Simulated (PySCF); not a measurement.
## ORD: SMILES C1=C[C@@H]2CC[C@@H]2CO1, C$_{7}$H$_{10}$O

Geometry (Å), atoms numbered from 1 in this order:
```xyz
18

C     2.176    0.114   -0.366
C     1.467   -0.961   -0.041
C     0.107   -0.829    0.553
C    -1.150   -1.168   -0.280
C    -1.780    0.152    0.194
C    -0.397    0.622    0.674
C     0.311    1.511   -0.344
O     1.722    1.394   -0.318
H     3.200    0.072   -0.708
H     1.894   -1.945   -0.134
H     0.081   -1.347    1.515
H    -0.947   -1.180   -1.349
H    -1.676   -2.080   -0.007
H    -2.255    0.767   -0.568
H    -2.477    0.010    1.018
H    -0.346    1.065    1.669
H    -0.036    1.243   -1.352
H     0.098    2.569   -0.169
```

Method used: TDDFT wB97X-D/def2-SVPD circular dichroism and optical rotation, one conformer, gas phase in PySCF. Geometry: GFN2-xTB.

States above about 8.2 eV lie in this functional's continuum (it starts at minus the energy of the highest occupied orbital, well below the true ionisation energy for most functionals) and depend on the basis.

Stereocentres: C3 R, C6 S.

Q: Give the optical rotatory dispersion at 633, 589.3, 546, 436, 405, 365, 355 nm.

A: [α] in deg dm⁻¹ (g/mL)⁻¹:
```
λ (nm)  origin-invariant length gauge  modified velocity gauge  length gauge (centre of mass)  isotropic polarisability (au)
   633                           -4.7                    -15.9                           -4.6                           80.5
 589.3                           -6.5                    -19.9                           -6.3                           80.8
   546                           -9.1                    -25.6                           -8.8                           81.2
   436                          -26.1                    -58.4                          -25.4                           82.6
   405                          -37.8                    -79.0                          -36.9                           83.3
   365                          -65.7                   -125.4                          -64.0                           84.5
   355                          -76.7                   -143.0                          -74.7                           84.8
```

Q: And for the mirror image at 589.3 nm?

A: +6.5 deg dm⁻¹ (g/mL)⁻¹ (origin-invariant length gauge): the same size and the opposite sign.

Q: What is the molar rotation [Φ] = [α]·M/100 of the geometry above at 589.3 nm?

A: With M = 110.16 g/mol, -7.1 deg cm² dmol⁻¹ (origin-invariant length gauge).

The first excitation lies at 6.46 eV (192 nm) with R = -29.7 × 10⁻⁴⁰ esu² cm² (velocity form).
